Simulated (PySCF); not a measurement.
# Distorted geometries of [BiBr2]+

[BiBr2]+ (singlet). PySCF 2.14.0, RKS PBE, Bi def2-SVP with ECP60, Br def2-SVP; non-relativistic Hamiltonian with scalar-relativistic core potentials where named; density fitting; no spin-orbit coupling. Relaxed geometry:

```xyz
3

Bi    0.0009    0.9683    0.0000
Br   -0.0006   -0.6397    1.9821
Br   -0.0006   -0.6397   -1.9821
```

**Question.** Order these distorted geometries by energy above the relaxed one, lowest first.
A.
```xyz
3

Bi   -0.0019    0.9278    0.0084
Br   -0.0180   -0.6213    1.9394
Br    0.0196   -0.6176   -1.9478
```
B.
```xyz
3

Bi   -0.0136    0.9512   -0.0270
Br   -0.0096   -0.5667    1.9787
Br    0.0229   -0.6956   -1.9517
```
C.
```xyz
3

Bi   -0.2380    0.8523   -0.1130
Br   -0.0597   -0.6399    2.0807
Br    0.2974   -0.5237   -1.9677
```

**Answer.** B (0.01 eV), A (0.07 eV), C (0.34 eV).

**Question.** Which forces (eV/Å) act in the one that lies 0.01 eV up?

**Answer.** 
```
Bi   0.00  0.51 -0.20
Br   0.00 -0.32  0.41
Br   0.00 -0.19 -0.21
```
Forces carry noise of the integration grid, about 0.01 to 0.03 eV/Å.
